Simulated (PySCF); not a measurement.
(E)-1-chloro-1-fluoroprop-1-ene (C3H4ClF), SMILES Cl/C(=C/C)F. Atoms are numbered in the order given.

```xyz
9

C      0.2670    -2.3992     0.0000
C      0.7049    -0.9662     0.0000
C     -0.1344     0.0695     0.0000
F     -1.4597    -0.0698     0.0000
Cl     0.3445     1.7344     0.0000
H      0.6564    -2.9294     0.8858
H     -0.8279    -2.4876     0.0000
H      0.6564    -2.9294    -0.8858
H      1.7718    -0.7346     0.0000
```
Charge 0, spin multiplicity 1.

Geometry optimised at B3LYP-D3(BJ)/def2-SVP.

The numbers are results of TDA-PBE/def2-SVPD (PySCF), not measurements.

Vertical excitations. The molecule is in vacuum. State labels are in the subgroup Cs.

Computed UV-visible absorptions:
```csv
state,symmetry,energy (eV),λ (nm),f,main pairs
S1,A",5.80,214,0.000,HOMO→LUMO+1 96 %
S2,A",6.06,204,0.000,HOMO→LUMO+2 96 %
S3,A',6.90,180,0.425,"HOMO→LUMO 72 %, HOMO−2→LUMO 12 %"
S4,A",6.90,180,0.000,HOMO→LUMO+3 100 %
S5,A",7.13,174,0.000,HOMO−1→LUMO 99 %
S6,A",7.31,170,0.001,HOMO→LUMO+4 99 %
S7,A',7.89,157,0.001,"HOMO→LUMO+5 61 %, HOMO−1→LUMO+1 20 %, HOMO−1→LUMO+2 14 %"
S8,A",7.94,156,0.021,HOMO→LUMO+6 98 %
S9,A',7.96,156,0.049,"HOMO−1→LUMO+1 49 %, HOMO→LUMO+5 28 %, HOMO−1→LUMO+2 15 %"
S10,A',8.04,154,0.019,"HOMO−1→LUMO+2 68 %, HOMO−1→LUMO+1 25 %"
T1,A',4.25,292,0,HOMO→LUMO 98 %
T2,A",5.34,232,0,HOMO→LUMO+1 99 %
T3,A",5.90,210,0,HOMO→LUMO+2 100 %
T4,A",6.82,182,0,HOMO→LUMO+3 100 %
```
Triplets are in the Tamm–Dancoff approximation.
